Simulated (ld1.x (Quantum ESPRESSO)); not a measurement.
molybdenum (Mo) PAW: all-electron and pseudo phase curves

Mo, PAW, made with ld1.x (Quantum ESPRESSO) 7.5 (Wu–Cohen, scalar-relativistic). Core [Ar] 3d10, reference 4s2 4p6 4d4.5 5s0 5p0 (charge +1.5). Waves: 4s (bound): rcut 1.40, rcutus 1.50 bohr; 5s (bound, empty): rcut 1.40, rcutus 1.50 bohr; 4p (bound): rcut 1.80, rcutus 2.10 bohr; 5p (bound, empty): rcut 1.80, rcutus 2.10 bohr; 4d (bound): rcut 1.75, rcutus 1.90 bohr; 4d channel at -0.8 Ry: rcut 1.75, rcutus 1.90 bohr. Local part: all-electron potential smoothed inside 2.05 bohr (lloc = -1). Core correction: a·sin(br)/r model core, default radius (core density twice the valence density). Augmentation charge: GAUSS, radius 1.00 bohr.

The phase is arctan(r·u′/u) with u = r·R(r), unwrapped; energies in Ry, scanned from -8 to 5 Ry. A pole is an energy at which the radial function vanishes at the test radius. The pseudo phase is shifted by a multiple of π to meet the all-electron one at the reference energy, and phase errors are pseudo minus all-electron; the curves can meet again beyond the range given. Levels narrower than the energy grid can be missing from the lists of poles.

| channel | radius (bohr) | reference energy (Ry) | poles, all-electron | poles, pseudo | unbroken range about the reference energy with phases within 0.05 rad | phase error 1 Ry above the reference energy (rad) |
| --- | --- | --- | --- | --- | --- | --- |
| s | 2.30 | -0.99 | -5.51, 3.83 | -5.50, 3.50 | above -1.3 | -0.020 |
| p | 2.30 | -0.66 | -3.46 | -3.46, 2.83 | below 0.4 | -0.044 |
| d | 2.30 | -1.13 | -0.25 | -0.25 | below 3.1 | -0.000 |

The ghost test of this file was not conclusive. Its overlap operator is not positive definite in a basis up to 400 Ry (lowest eigenvalue s -1.51), so the file is unfit for use: the generalised eigenproblem breaks down once the basis is large enough, and its test numbers describe a broken file.

Phases in the p channel:

| E (Ry) | all-electron | pseudo |
| --- | --- | --- |
| -8.00 | 1.391 | 1.387 |
| -7.76 | 1.386 | 1.383 |
| -7.52 | 1.382 | 1.378 |
| -7.28 | 1.377 | 1.373 |
| -7.04 | 1.371 | 1.368 |
| -6.80 | 1.365 | 1.361 |
| -6.56 | 1.359 | 1.355 |
| -6.32 | 1.351 | 1.347 |
| -6.08 | 1.342 | 1.338 |
| -5.84 | 1.332 | 1.327 |
| -5.60 | 1.319 | 1.315 |
| -5.36 | 1.304 | 1.299 |
| -5.12 | 1.284 | 1.278 |
| -4.88 | 1.255 | 1.249 |
| -4.64 | 1.211 | 1.204 |
| -4.40 | 1.128 | 1.120 |
| -4.16 | 0.905 | 0.893 |
| -3.92 | -0.289 | -0.301 |
| -3.68 | -1.375 | -1.375 |
| -3.44 | -1.583 | -1.584 |
| -3.20 | -1.665 | -1.667 |
| -2.96 | -1.713 | -1.716 |
| -2.72 | -1.747 | -1.750 |
| -2.48 | -1.776 | -1.778 |
| -2.24 | -1.801 | -1.804 |
| -2.00 | -1.827 | -1.829 |
| -1.76 | -1.853 | -1.855 |
| -1.52 | -1.881 | -1.883 |
| -1.28 | -1.914 | -1.915 |
| -1.04 | -1.952 | -1.952 |
| -0.80 | -1.997 | -1.998 |
| -0.56 | -2.055 | -2.055 |
| -0.32 | -2.129 | -2.131 |
| -0.08 | -2.229 | -2.236 |
| 0.16 | -2.370 | -2.391 |
| 0.40 | -2.574 | -2.630 |
| 0.64 | -2.863 | -2.993 |
| 0.88 | -3.228 | -3.450 |
| 1.12 | -3.595 | -3.856 |
| 1.36 | -3.884 | -4.135 |
| 1.60 | -4.088 | -4.317 |
| 1.84 | -4.228 | -4.440 |
| 2.08 | -4.328 | -4.529 |
| 2.32 | -4.402 | -4.599 |
| 2.56 | -4.458 | -4.656 |
| 2.80 | -4.502 | -4.706 |
| 3.04 | -4.538 | -4.752 |
| 3.28 | -4.568 | -4.798 |
| 3.52 | -4.593 | -4.844 |
| 3.76 | -4.615 | -4.896 |
| 4.00 | -4.634 | -4.955 |
| 4.24 | -4.651 | -5.027 |
| 4.48 | -4.666 | -5.121 |
| 4.72 | -4.680 | -5.251 |
| 4.96 | -4.693 | -5.442 |
